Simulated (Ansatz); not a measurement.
Computed with Ansatz on PBE0-D4/def2-TZVP structures; ΔE is electronic, products minus reactants. CCSD(T)/CBS adds triple-zeta CCSD(T) − MP2 to the extrapolated MP2 energy (def2 sets, frozen cores). DFT in def2-TZVPP. def2 core potentials past Kr. For In outer-core shells are correlated without core-valence functions, which leaves a few kJ/mol of doubt a bond. One conformer a species, not always the lowest.

`O[SiH]([SiH3])[SiH3]` + `C=[CH][In]([F])[F]` → `C=C[Si](O)([SiH3])[SiH3]` + `[F][InH][F]`  (redistribution)

Q: Is it downhill or uphill in electronic energy at CCSD(T)/CBS, and by how much? (An estimate is asked.)

A: Computed: Downhill: ΔE = -3.9 kcal/mol.

Q: What do these levels give: r2SCAN0-D4, ωB97M-V, PBE-QIDH, HF/def2-TZVPP, HF/def2-QZVPP, HF/CBS(def2)? (An estimate is asked.)

A: Computed: r2SCAN0-D4 -6.1, ωB97M-V -5.5, PBE-QIDH -4.7, HF/def2-TZVPP -3.5, HF/def2-QZVPP -3.6, HF/CBS(def2) -3.6 kcal/mol.

Largest T1 diagnostic among the species: 0.017.

From BLYP to BHLYP (50 % exact exchange), in def2-TZVPP and without D4, ΔE moves by −1.3 kcal/mol. Leaving LDA and LC-ωPBE aside and taking each functional with its dispersion term where it has one, the values, not all of them listed here, spread over 3.8 kcal/mol, from B97M-V to B2PLYP. LDA lies −2.6 kcal/mol from PBE without D4.
